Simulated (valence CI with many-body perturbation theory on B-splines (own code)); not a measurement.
Energy levels of Ti I

Computed by valence CI with perturbative core correlation (CI+MBPT): four valence electrons over a frozen Dirac-Fock core [Ar], radial functions for each j: 7 s, 7 p, 8 d, 6 f, 4 g, 1 h, with the one-electron correlation potential Σ1 (screened to all orders), the two-electron term Σ2, the three-electron term Σ3, Breit, model QED; selected single and double excitations, second order for the rest, scaled by the run's own slope (own B-spline code, finite nucleus).

Set against measurement, 74 paired levels are off by 268 cm⁻¹ on average, the worst by 483. These come from a selection out of the NIST Handbook of Basic Atomic Spectroscopic Data. Levels without a partner in it may be off by more, other configurations by 1,000 to 4,000 cm⁻¹. Among the levels kept, up to 820 cm⁻¹ of a level comes from second order outside the variational space, and about a tenth of that is noise between levels of different J, which matters for small intervals. 3 measured levels below the end of the list, from 27355 cm⁻¹ on, found no clear computed partner, and computed levels of the same name lie up to 117 cm⁻¹ from them.

Levels 46 to 90 of 131, with energies above the lowest level, 3d2 4s2 3F_2. "Leading %" is the weight of the configuration and term that name the level; weights of strongly mixed levels are sums over their largest components and can fall short. In the jj column 3d3/2^4 stands for four electrons in 3d with j = 3/2.

```csv
No.,Configuration,Term,J,E (cm⁻¹),Leading %,Leading jj,Second component
46,3d3 4s,3P,1,18839,78,3d3/2 3d5/2^2 4s (39 %),8 % 3d2 4s2 3P
47,3d2 4s 4p,3F°,2,18901,89,3d3/2 3d5/2 4s 4p3/2 (45 %),
48,3d3 4s,3P,2,18947,77,3d5/2^3 4s (44 %),9 % 3d2 4s2 3P
49,3d2 4s 4p,3F°,3,19002,88,3d3/2 3d5/2 4s 4p3/2 (29 %),
50,3d2 4s 4p,3F°,4,19150,89,3d5/2^2 4s 4p3/2 (40 %),
51,3d3 4s,3P,1,19172,84,3d3/2^2 3d5/2 4s (40 %),
52,3d3 4s,3P,0,19183,84,3d3/2 3d5/2^2 4s (74 %),
53,3d3 4s,3P,2,19222,85,3d3/2 3d5/2^2 4s (50 %),
54,3d2 4s 4p,3D°,1,19489,86,3d3/2 3d5/2 4s 4p3/2 (54 %),
55,3d2 4s 4p,3D°,2,19561,85,3d5/2^2 4s 4p3/2 (25 %),
56,3d2 4s 4p,3D°,3,19683,85,3d5/2^2 4s 4p3/2 (43 %),
57,3d3 4s,1P,1,20715,86,3d5/2^3 4s (35 %),
58,3d3 4s,1D,2,20883,81,3d3/2 3d5/2^2 4s (35 %),
59,3d3 4s,1H,5,20943,87,3d3/2 3d5/2^2 4s (64 %),
60,3d2 4s 4p,3G°,3,21102,92,3d3/2 3d5/2 4s 4p1/2 (39 %),
61,3d2 4s 4p,3G°,4,21215,92,3d3/2^2 4s 4p3/2 (27 %),
62,3d2 4s 4p,3G°,5,21361,92,3d5/2^2 4s 4p3/2 (37 %),
63,3d2 4s 4p,1D°,2,21657,85,3d5/2^2 4s 4p3/2 (32 %),5 % 3d 4s2 4p 1D°
64,3d2 4s 4p,1F°,3,22101,91,3d3/2 3d5/2 4s 4p3/2 (31 %),
65,3d2 4s 4p,1S°,0,24009,71,3d3/2 3d5/2 4s 4p3/2 (32 %),19 % 3d3 4p 1S°
66,3d2 4s 4p,1G°,4,24399,88,3d3/2 3d5/2 4s 4p3/2 (26 %),
67,3d2 4s 4p,3S°,1,24622,82,3d3/2 3d5/2 4s 4p3/2 (38 %),8 % 3d3 4p 3S°
68,3d2 4s 4p,3F°,2,24799,51,3d3/2 3d5/2 4s 4p3/2 (13 %),34 % 3d3 4p 3F°
69,3d2 4s 4p,5S°,2,24903,73,3d3/2 3d5/2 4s 4p3/2 (39 %),14 % 3d2 4s 4p 3P°
70,3d2 4s 4p,3F°,3,24921,52,3d3/2 3d5/2 4s 4p3/2 (20 %),33 % 3d3 4p 3F°
71,3d3 4p,3D°,1,25022,51,3d3/2^2 3d5/2 4p3/2 (15 %),34 % 3d2 4s 4p 3D°
72,3d2 4s 4p,3F°,4,25081,52,3d5/2^2 4s 4p3/2 (27 %),32 % 3d3 4p 3F°
73,3d3 4p,3D°,2,25148,47,3d3/2 3d5/2^2 4p3/2 (21 %),31 % 3d2 4s 4p 3D°
74,3d2 4s 4p,3P°,2,25236,60,3d5/2^2 4s 4p3/2 (28 %),14 % 3d2 4s 4p 5S°
75,3d2 4s 4p,3P°,1,25267,76,3d5/2^2 4s 4p3/2 (38 %),8 % 3d3 4p 3P°
76,3d2 4s 4p,3P°,0,25299,76,3d5/2^2 4s 4p3/2 (46 %),8 % 3d3 4p 3P°
77,3d3 4p,3D°,3,25345,51,3d5/2^3 4p3/2 (19 %),34 % 3d2 4s 4p 3D°
78,3d3 4s,3F,4,25419,83,3d3/2 3d5/2^2 4s (59 %),
79,3d2 4s 4p,5D°,0,25426,81,3d3/2^2 4s 4p1/2 (26 %),12 % 3d3 4p 5D°
80,3d3 4s,3F,3,25452,83,3d3/2 3d5/2^2 4s (52 %),
81,3d2 4s 4p,5D°,1,25468,82,3d3/2 3d5/2 4s 4p1/2 (36 %),12 % 3d3 4p 5D°
82,3d3 4s,3F,2,25473,83,3d3/2 3d5/2^2 4s (46 %),
83,3d2 4s 4p,5D°,2,25535,82,3d3/2 3d5/2 4s 4p1/2 (40 %),12 % 3d3 4p 5D°
84,3d2 4s 4p,5D°,3,25631,81,3d3/2 3d5/2 4s 4p3/2 (46 %),12 % 3d3 4p 5D°
85,3d2 4s 4p,5D°,4,25752,81,3d3/2 3d5/2 4s 4p3/2 (42 %),12 % 3d3 4p 5D°
86,3d3 4p,5G°,2,26262,94,3d3/2^2 3d5/2 4p1/2 (28 %),
87,3d3 4p,5G°,3,26331,94,3d3/2^2 3d5/2 4p1/2 (41 %),
88,3d3 4p,5G°,4,26419,94,3d3/2^2 3d5/2 4p3/2 (36 %),
89,3d3 4p,5G°,5,26534,95,3d3/2 3d5/2^2 4p3/2 (56 %),
90,3d3 4p,5G°,6,26667,94,3d5/2^3 4p3/2 (44 %),
```

Names give the largest LS component (configuration and term), which can be under half, so a name can repeat, a term be missing and a line seem to break the LS rules; names also repeat where a configuration has a term twice.

Where two levels of one J and parity lie close, their mixing, g and order are uncertain.
